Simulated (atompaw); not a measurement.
**An all-electron radial function and its pseudo partner (magnesium)**

Columns: radius, all-electron u(r) and pseudo u(r) of the 2p shell (level -46.77 eV) of magnesium in the configuration [He] 2s2 2p6 3s2 3p0; LDA (PW92), non-relativistic, PAW (atompaw) scheme, atompaw 4.2.0.5.

| r (bohr) | all-electron | pseudo |
| --- | --- | --- |
| 0.052 | 0.1058 | 0.0362 |
| 0.104 | 0.3172 | 0.1394 |
| 0.156 | 0.5425 | 0.2950 |
| 0.208 | 0.7415 | 0.4812 |
| 0.260 | 0.8997 | 0.6732 |
| 0.312 | 1.0151 | 0.8477 |
| 0.363 | 1.0899 | 0.9845 |
| 0.415 | 1.1331 | 1.0791 |
| 0.467 | 1.1489 | 1.1279 |
| 0.519 | 1.1434 | 1.1381 |
| 0.571 | 1.1218 | 1.1212 |
| 0.623 | 1.0883 | 1.0883 |
| 0.675 | 1.0465 | 1.0465 |
| 0.727 | 0.9992 | 0.9992 |
| 0.779 | 0.9484 | 0.9484 |
| 0.831 | 0.8958 | 0.8958 |
| 0.883 | 0.8427 | 0.8427 |
| 0.935 | 0.7900 | 0.7900 |
| 0.987 | 0.7384 | 0.7384 |
| 1.038 | 0.6893 | 0.6893 |
| 1.090 | 0.6412 | 0.6412 |
| 1.142 | 0.5953 | 0.5953 |
| 1.194 | 0.5518 | 0.5518 |
| 1.246 | 0.5106 | 0.5106 |
| 1.298 | 0.4719 | 0.4719 |
| 1.350 | 0.4356 | 0.4356 |

How many radial nodes do the two functions have?

The all-electron 2p function has n − l − 1 = 0; the pseudo-wave has 0.

At about which radius was the pseudo-wave matched?

0.65 bohr, where the columns begin to agree (steps of 0.05 bohr).

Where does each function peak?

Outermost all-electron maximum near 0.47 bohr, pseudo maximum near 0.52 bohr (to the table’s step).

Is the pseudo-wave norm-conserving?

No, it belongs to a PAW set: the norm inside the radius is not constrained, and the difference is carried by the augmentation charge.
